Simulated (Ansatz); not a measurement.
The first iterations of a band of CH6N2OSi (11 atoms, charge 0, multiplicity 1).

Computed with Ansatz, RKS CAM-B3LYP/6-31G.

```yaml
movable_images: 5
climbing_image: yes
spring: 5.0 eV/Å²
optimiser: quadratic models (default)
start_path: straight line
force_threshold: 0.05 eV/Å
iteration_limit: 60
end_points: relaxed
```

Initial state:

```xyz
11
Properties=species:S:1:pos:R:3
N -0.853 0.204 1.441
C 0.009 -0.619 0.778
O 0.305 -1.708 1.572
N 0.522 -0.507 -0.382
Si 0.400 0.693 -1.666
H -1.182 1.054 1.019
H -1.160 -0.046 2.364
H 0.921 -2.283 1.080
H -0.510 1.855 -1.318
H 1.756 1.250 -1.963
H -0.142 0.050 -2.904
```

Final state:

```xyz
11
Properties=species:S:1:pos:R:3
N -1.286 -0.905 0.612
C 0.024 -0.581 0.807
O 0.493 -1.227 1.931
N 0.790 0.180 0.132
Si 0.580 1.155 -1.320
H -1.801 -0.527 -0.163
H -1.739 -1.530 1.254
H 1.430 -0.982 2.052
H 0.859 2.590 -1.006
H 1.534 0.695 -2.376
H -0.818 1.075 -1.900
```

| iteration | highest image above the first end (eV) | largest band force component (eV/Å) |
| --- | --- | --- |
| 1 | 7.623 | 17.110 |
| 2 | 1.759 | 5.936 |

Does the band converge within its limit, and where does its top end?

The run converged. It ended after 7 iterations with the highest image 0.030 eV above the first end. Another band between the same ends (5 images) ends at a top of the same energy, where a vibrational analysis finds 1 clearly imaginary mode. Limits of this set-up: no polarisation functions.

The run took 3.2 min on 1 thread of Intel(R) Xeon(R) Processor @ 2.70GHz (shared host), peak memory 0.17 GiB.
